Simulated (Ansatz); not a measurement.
The same path of FH3OSi + H2S (9 atoms, charge 0, multiplicity 1) was run twice with different band settings. Lost on the way: Si1–H2, S7–H9. Made: Si1–S7, H2–H9.

The calculation used RHF/def2-SVP in Ansatz.

Relaxed end points:

```xyz
9
Properties=species:S:1:pos:R:3
Si -0.220 0.316 -0.179
H -0.222 0.771 1.218
H 1.114 0.259 -0.776
F -1.102 1.389 -0.994
O -0.913 -1.160 -0.347
H -1.826 -1.294 -0.145
S 1.941 -2.546 1.584
H 0.951 -2.816 0.732
H 1.173 -2.676 2.668
```

```xyz
9
Properties=species:S:1:pos:R:3
Si 0.415 -0.487 -0.618
H -1.160 -0.313 3.046
H 0.608 -0.389 -2.061
F 0.538 0.973 0.030
O -1.076 -1.092 -0.376
H -1.399 -1.262 0.496
S 1.933 -1.602 0.392
H 1.648 -2.764 -0.207
H -0.611 -0.821 3.060
```

Common settings: spring 5.0 eV/Å²; optimiser quadratic models (default); start path through a guess of the saddle point; force threshold 0.05 eV/Å; iteration limit 60; end points relaxed.

| run | movable images | climbing image |
| --- | --- | --- |
| 1 | 5 | yes |
| 2 | 4 | no |

Q: What does each run give, and how far can it be trusted?

A: Run 1: converged after 35 iterations, highest image 2.793 eV above the first end. Neighbouring images differ by up to 2.7 eV, so the band resolves the path poorly. A vibrational analysis at the climbing image gives one clearly imaginary mode, 1139i cm⁻¹: a first-order saddle point.
Run 2: converged after 43 iterations, highest image 0.510 eV above the first end. No image climbed, so the highest image needn't sit at the top of the path. A band with more images between the same ends climbed to 2.79 eV, so this one has probably stepped over the top.
The orbitals stay closed-shell, which can raise the energy where a bond breaks towards radicals; this wasn't checked here.
